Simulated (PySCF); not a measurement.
C₂H₃O (SMILES C=C=[OH+]), charge +1, singlet, at a GFN2-xTB geometry, atoms displaced at random by about 0.08 Å a coordinate; B3LYP/def2-SVP, gradient by finite differences (PySCF).

The PySCF input:
```python
from pyscf import gto, scf, dft

mol = gto.Mole()
mol.atom = '''
    C    -0.01902050   -0.11538510   -1.29530538
    C     0.04749564    0.04350086   -0.05601341
    H    -0.08252491    0.72515650   -1.74427508
    H     0.00945728   -1.13962144   -1.85174581
    O    -0.08276428    0.12280037    1.11784217
    H    -0.56874816    0.20760877    1.69222446
'''
mol.basis = 'def2-svp'
mol.charge = 1
mol.verbose = 4
mol.build()

mf = dft.RKS(mol)
mf.xc = 'b3lyp'
mf.conv_tol = 1e-11
mf.kernel()
scan, done = mf.as_scanner(), []
scan.scf_summary = {}
def energy(d):
    c = mol.atom_coords()
    c[5, 0] += d
    e = scan(mol.set_geom_(c, unit='Bohr', inplace=False))
    done.append(scan.converged)
    return e
h = 1e-5
fd = (energy(h) - energy(-h)) / (2 * h)
print('dE/dx =', fd)
```

**Question.** Predict the main parts of the log of this PySCF run.

**Answer.** 
```
PySCF version 2.14.0

[INPUT] verbose = 4
[INPUT] num. atoms = 6
[INPUT] num. electrons = 22
[INPUT] charge = 1
[INPUT] spin (= nelec alpha-beta = 2S) = 0
[INPUT] symmetry False subgroup None
[INPUT] Mole.unit = angstrom
[INPUT] Symbol           X                Y                Z      unit          X                Y                Z       unit  Magmom
[...]
nuclear repulsion = 68.0858109353652
number of shells = 27
number of NR pGTOs = 93
number of NR cGTOs = 57
basis = def2-svp
ecp = {}

******** <class 'pyscf.dft.rks.RKS'> ********
method = RKS
initial guess = minao
damping factor = 0
level_shift factor = 0
DIIS = <class 'pyscf.scf.diis.CDIIS'>
diis_start_cycle = 1
diis_space = 8
diis_damp = 0
SCF conv_tol = 1e-11
SCF conv_tol_grad = None
SCF max_cycles = 50
direct_scf = True
direct_scf_tol = 1e-13
XC library pyscf.dft.libxc version 7.1.2
    S. Lehtola, C. Steigemann, M. J. T. Oliveira, and M. A. L. Marques,  SoftwareX 7, 1–5 (2018)
XC functionals = b3lyp
    P. J. Stephens, F. J. Devlin, C. F. Chabalowski, and M. J. Frisch,  J. Phys. Chem. 98, 11623 (1994)
radial grids:
    Treutler-Ahlrichs [JCP 102, 346 (1995); DOI:10.1063/1.469408] (M4) radial grids

becke partition: Becke, JCP 88, 2547 (1988); DOI:10.1063/1.454033
pruning grids: <function nwchem_prune>
grids dens level: 3
symmetrized grids: False
atomic radii adjust function: <function treutler_atomic_radii_adjust>
small_rho_cutoff = 0
Set gradient conv threshold to 3.16228e-06
Initial guess from minao.
tot grids = 71744
init E= -153.745115293104
[...]
cycle= 1 E= -152.552711947784  delta_E= 1.19  |g|= 0.597  |ddm|= 2.71
[...]
cycle= 2 E= -152.434793521458  delta_E= 0.118  |g|= 0.956  |ddm|= 1.08
[...]
cycle= 3 E= -152.628053969538  delta_E= -0.193  |g|= 0.0534  |ddm|= 0.697
[...]
cycle= 4 E= -152.628466660131  delta_E= -0.000413  |g|= 0.0358  |ddm|= 0.0733
[...]
cycle= 5 E= -152.628749051325  delta_E= -0.000282  |g|= 0.0119  |ddm|= 0.0352
[...]
cycle= 6 E= -152.628782872548  delta_E= -3.38e-05  |g|= 0.00154  |ddm|= 0.00977
[...]
cycle= 7 E= -152.62878341317  delta_E= -5.41e-07  |g|= 0.000257  |ddm|= 0.00124
[...]
cycle= 8 E= -152.628783429827  delta_E= -1.67e-08  |g|= 6.45e-05  |ddm|= 0.000247
[...]
cycle= 9 E= -152.628783430951  delta_E= -1.12e-09  |g|= 7.75e-06  |ddm|= 6.48e-05
[...]
cycle= 10 E= -152.628783430966  delta_E= -1.55e-11  |g|= 1.1e-06  |ddm|= 7.96e-06
[...]
cycle= 11 E= -152.628783430967  delta_E= -7.96e-13  |g|= 2.37e-07  |ddm|= 1.65e-06
[...]
[...]
converged SCF energy = -152.628783430967
[...]
[...]
Extra cycle  E= -152.628780229474  delta_E= -5.12e-13  |g|= 4.9e-07  |ddm|= 5.98e-07
converged SCF energy = -152.628780229474

WARN: Mole.unit (angstrom) is changed to Bohr

New geometry
   1 C     -0.019020500000  -0.115385100000  -1.295305380000 AA   -0.035943535752  -0.218046237856  -2.447772415876 Bohr
   2 C      0.047495640000   0.043500860000  -0.056013410000 AA    0.089753751711   0.082204711583  -0.105850004203 Bohr
   3 H     -0.082524910000   0.725156500000  -1.744275080000 AA   -0.155949478354   1.370347182448  -3.296202187104 Bohr
   4 H      0.009457280000  -1.139621440000  -1.851745810000 AA    0.017871669083  -2.153572407282  -3.499292433211 Bohr
   5 O     -0.082764280000   0.122800370000   1.117842170000 AA   -0.156401822097   0.232059067295   2.112415551789 Bohr
   6 H     -0.568753451772   0.207608770000   1.692224460000 AA   -1.074788256250   0.392323716358   3.197840770690 Bohr

******** <class 'pyscf.scf.hf.RKS_Scanner'> ********
method = RKS_Scanner
initial guess = minao
damping factor = 0
level_shift factor = 0
DIIS = <class 'pyscf.scf.diis.CDIIS'>
diis_start_cycle = 1
diis_space = 8
diis_damp = 0
SCF conv_tol = 1e-11
SCF conv_tol_grad = None
SCF max_cycles = 50
direct_scf = True
direct_scf_tol = 1e-13
XC library pyscf.dft.libxc version 7.1.2
    S. Lehtola, C. Steigemann, M. J. T. Oliveira, and M. A. L. Marques,  SoftwareX 7, 1–5 (2018)
XC functionals = b3lyp
    P. J. Stephens, F. J. Devlin, C. F. Chabalowski, and M. J. Frisch,  J. Phys. Chem. 98, 11623 (1994)
radial grids:
    Treutler-Ahlrichs [JCP 102, 346 (1995); DOI:10.1063/1.469408] (M4) radial grids

becke partition: Becke, JCP 88, 2547 (1988); DOI:10.1063/1.454033
pruning grids: <function nwchem_prune>
grids dens level: 3
symmetrized grids: False
atomic radii adjust function: <function treutler_atomic_radii_adjust>
small_rho_cutoff = 0
Set gradient conv threshold to 3.16228e-06
tot grids = 71744
init E= -152.628783148282
[...]
cycle= 1 E= -152.628786632387  delta_E= -3.48e-06  |g|= 4.54e-06  |ddm|= 2.2e-05
[...]
cycle= 2 E= -152.628786632378  delta_E= 8.38e-12  |g|= 7.74e-06  |ddm|= 1.03e-05
[...]
cycle= 3 E= -152.628786632392  delta_E= -1.35e-11  |g|= 7.27e-07  |ddm|= 5.88e-06
[...]
cycle= 4 E= -152.628786632392  delta_E=    0  |g|= 3.6e-07  |ddm|= 7.39e-07
[...]
Extra cycle  E= -152.628786632392  delta_E= 1.14e-13  |g|= 6.36e-07  |ddm|= 8.1e-07
converged SCF energy = -152.628786632392
dE/dx = 0.32014589237405744
```
